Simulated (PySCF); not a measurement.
Building multiplets from coupling constants

Atom-mapped SMILES (the numbers label the heavy atoms): `[CH3:1][B:2]([CH3:3])[F:4]` (H(Xn): hydrogen on atom n).

- J: B3LYP/pcJ-1 (spin–dipole term only in couplings to heteroatoms)
- PBE0-D3(BJ)/def2-SVP geometry
- σ from GIAO-HF/pcSseg-2
- code: PySCF 2.14.0 with density-fitted response routines
- rapidly exchanging positions averaged, single conformer, isolated molecule, non-relativistic

Chemical shifts δ = σref − σ; 1H (31.68 ppm), 13C (191.47 ppm) against TMS; 19F (245.28 ppm) against CFCl3, all at this level.

Spectrometer: 400 MHz for 1H. First-order analysis; couplings under 1 Hz (under 4 Hz in carbon signals) are ignored, and nearly equal couplings are merged; the smaller ones broaden or split the lines further.

**Question.** What pattern does H(C1)/H(C3) show (1H)?

**Answer.** A doublet at δ 0.54: 14.9 Hz to F4 (1 × 19F, 3 bonds away). Lines in Hz from the centre (relative intensity): +7.5 (1), -7.5 (1). The outer lines are 14.9 Hz apart, the sum of the couplings kept, or 0.037 ppm at this field.

**Question.** What pattern does F4 show (19F)?

**Answer.** A septet at δ -11.4: 14.9 Hz to H(C1)/H(C3) (6 × 1H, 3 bonds away). Lines in Hz from the centre (relative intensity): +44.7 (1), +29.8 (6), +14.9 (15), +0.0 (20), -14.9 (15), -29.8 (6), -44.7 (1). The outer lines are 89.4 Hz apart, the sum of the couplings kept, or 0.238 ppm at this field.

**Question.** What pattern does C1/C3 show in the proton-coupled 13C spectrum?

**Answer.** A quartet of doublets at δ 6.5: 124.7 Hz to H(C1)/H(C3) (3 × 1H, 1 bond away), 21.0 Hz to F4 (1 × 19F, 2 bonds away). Lines in Hz from the centre (relative intensity): +197.6 (1), +176.6 (1), +72.8 (3), +51.9 (3), -51.9 (3), -72.8 (3), -176.6 (1), -197.6 (1). The outer lines are 395.1 Hz apart, the sum of the couplings kept, or 3.928 ppm at this field.
